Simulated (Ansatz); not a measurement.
Born–Oppenheimer molecular dynamics of C2H4BN (8 atoms, charge 0, multiplicity 1). It starts at the highest image of a converged band. Of that band: Neighbouring images differ by up to 2.1 eV, so the band resolves the path poorly. A vibrational analysis at the climbing image gives one clearly imaginary mode, 1054i cm⁻¹: a first-order saddle point.

Theory: RKS r2SCAN-D4/STO-3G in Ansatz.

```json
{
  "ensemble": "NVE (velocity Verlet)",
  "time step": "0.5 fs",
  "steps asked": "200",
  "starting velocities drawn for": "100 K",
  "seed": "4075"
}
```

First frame:

```xyz
8
Properties=species:S:1:pos:R:3
C -0.587 1.188 -0.219
C 0.109 0.064 -0.102
B 1.309 -1.462 -0.108
N 0.083 -1.170 0.536
H -0.242 2.008 -0.855
H -1.535 1.342 0.313
H 1.464 -0.370 -0.757
H -0.600 -1.599 1.192
```

Question: How far do the bonds stretch over the last three quarters of this one trajectory? (Pairs bonded in most of those frames.)

Answer: 
| bond | mean (Å) | spread (Å) | shortest | longest |
| --- | --- | --- | --- | --- |
| C1–C2 | 1.338 | 0.030 | 1.29 | 1.41 |
| C1–H5 | 1.095 | 0.021 | 1.06 | 1.13 |
| C1–H6 | 1.097 | 0.019 | 1.06 | 1.14 |
| C2–B3 | 1.596 | 0.127 | 1.42 | 1.83 |
| C2–N4 | 1.458 | 0.074 | 1.33 | 1.64 |
| B3–N4 | 1.430 | 0.079 | 1.28 | 1.61 |
| B3–H7 | 1.244 | 0.101 | 1.05 | 1.45 |
| N4–H8 | 1.051 | 0.017 | 1.02 | 1.09 |

Mean temperature of the second half: 1951 K. The conserved energy stayed within 0.91 meV per atom of its start (net change -0.014 meV per atom), so the integration is sound. The system heated up, since it started high on the potential surface and ran downhill. A run of 0.1 ps of so small a system gives no equilibrium averages. The orbitals stay closed-shell, which can raise the energy where a bond breaks towards radicals; this wasn't checked here. Limits of this set-up: minimal basis.

Run time: 4.9 min on 1 thread of Arm Neoverse V2 (shared host), peak memory 0.094 GiB.
